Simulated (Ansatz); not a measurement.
Start from `O=CB(F)F` and change one atom or group to get `FB(F)I`.

Ansatz, PBE0-D4/def2-TZVP geometries, multiplicity 1. Each molecule was computed in one conformer, which needn't be the lowest.

Elements past krypton have def2 core potentials.

```csv
property,`O=CB(F)F`
HOMO–LUMO gap (ωB97M-V/def2-TZVPP) / eV,9.80
HOMO–LUMO gap (B3LYP/def2-TZVPP) / eV,4.59
LUMO energy (B3LYP/def2-TZVPP) / eV,-3.05
HOMO–LUMO gap (PBE0/def2-TZVPP) / eV,5.08
HOMO energy (B3LYP/def2-TZVPP) / eV,-7.64
size of the dipole moment (ωB97M-V/def2-TZVPP) / D,1.77
```

(1) Give the same properties after the change, and the shifts. (Estimate.)

## Answers

(1) Ansatz gave: 
| property | `FB(F)I` | shift |
| --- | --- | --- |
| HOMO–LUMO gap (ωB97M-V/def2-TZVPP) / eV | 11.72 | 1.92 |
| HOMO–LUMO gap (B3LYP/def2-TZVPP) / eV | 6.99 | 2.40 |
| LUMO energy (B3LYP/def2-TZVPP) / eV | -0.89 | 2.16 |
| HOMO–LUMO gap (PBE0/def2-TZVPP) / eV | 7.48 | 2.40 |
| HOMO energy (B3LYP/def2-TZVPP) / eV | -7.88 | -0.24 |
| size of the dipole moment (ωB97M-V/def2-TZVPP) / D | 0.37 | -1.40 |

With PBE0 the HOMO falls by 0.28 eV and the LUMO rises by 2.11 eV, so the gap widens by about 2.39 eV. PBE moves the HOMO by -0.75 eV and ωB97M-V by -0.05 eV. The zero-point energy changes by -48.1 kJ/mol with -6 modes. Dipoles are sizes alone; their direction can turn.

B3LYP here is the variant with VWN-RPA as its local correlation; programs differ in this.

Spin–orbit coupling is left out; it splits and shifts lone-pair levels of the heavy atoms by tenths of an eV.
